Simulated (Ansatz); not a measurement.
Species: FeBr, net charge 0, sextet state. The spin state was set by rule; other spins were not relaxed. SMILES: [Br][Fe]
Geometry: optimised at B3LYP-D3(BJ)/def2-TZVP (Ansatz, a program for electronic structure).

Wanted: vertical ionisation energy (to the quintet state of charge +1; each state is the SCF solution reached for its spin), in eV. Cores are frozen in the correlated levels unless marked. Open shells are spin-unrestricted. Spin-orbit coupling is left out. Frozen are the shells of the preceding noble gas and the d and f shells that filled before the atom's block. Non-relativistic. 

```csv
level,program,vertical ionisation energy (eV)
SVWN5/def2-TZVPD,Ansatz,7.74
r2SCAN/def2-TZVPD,Ansatz,7.89
B3LYP/def2-TZVPD,Ansatz,7.85
PBE0/def2-TZVPD,Ansatz,7.90
CAM-B3LYP/def2-TZVPD,Ansatz,7.97
wB97M-V/def2-TZVPD,Ansatz,7.78
CCSD/def2-SVPD,Ansatz,7.79
CCSD(T)/def2-SVPD,Ansatz,7.75
CCSD(T)/def2-TZVPPD,Ansatz,7.88
```
